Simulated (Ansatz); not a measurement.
Correlation energies of `CN(C)B[SiH3]` by basis set

```tsv
atom	x (Å)	y (Å)	z (Å)
C1	1.7370	0.9145	-0.6535
N2	0.5792	0.1764	-0.1915
C3	0.8733	-1.2246	0.0175
B4	-0.6529	0.7770	0.0152
Si5	-2.3397	-0.1235	0.6526
H6	2.1044	0.5038	-1.6007
H7	2.5531	0.8487	0.0750
H8	1.4754	1.9604	-0.7987
H9	-0.0129	-1.7520	0.3635
H10	1.2187	-1.6885	-0.9132
H11	1.6681	-1.3442	0.7622
H12	-0.7174	1.9561	-0.2096
H13	-2.2486	-1.5883	0.9289
H14	-2.8149	0.5249	1.9100
H15	-3.4228	0.0593	-0.3577
```

Total charge 0; spin multiplicity 1. All single points use the PBE0-D4/def2-TZVP geometry. It is one conformer, not always the lowest. Frozen core, restricted reference, the Gaussian-basis code of Ansatz. CBS rows extrapolate triple and quadruple zeta; past MP2 they add the triple-zeta difference.

```tsv
basis	HF (Eh)	MP2 corr.	CCSD corr.	(T)	CCSD(T) total
def2-TZVPP	-449.70450	?	-0.86290	?	?
def2-QZVPP	-449.72124	?	–	–	–
CBS(def2)	?	-0.88944	-0.95328	as TZ	?
```

Task: Fill in the withheld values. (Estimate.)

Result: Computed: def2-TZVPP MP2 corr.: -0.79907; def2-TZVPP (T): -0.03372; def2-TZVPP CCSD(T) total: -450.60112; def2-QZVPP MP2 corr.: -0.85099; CBS(def2) HF (Eh): -449.72354; CBS(def2) CCSD(T) total: -450.71054.
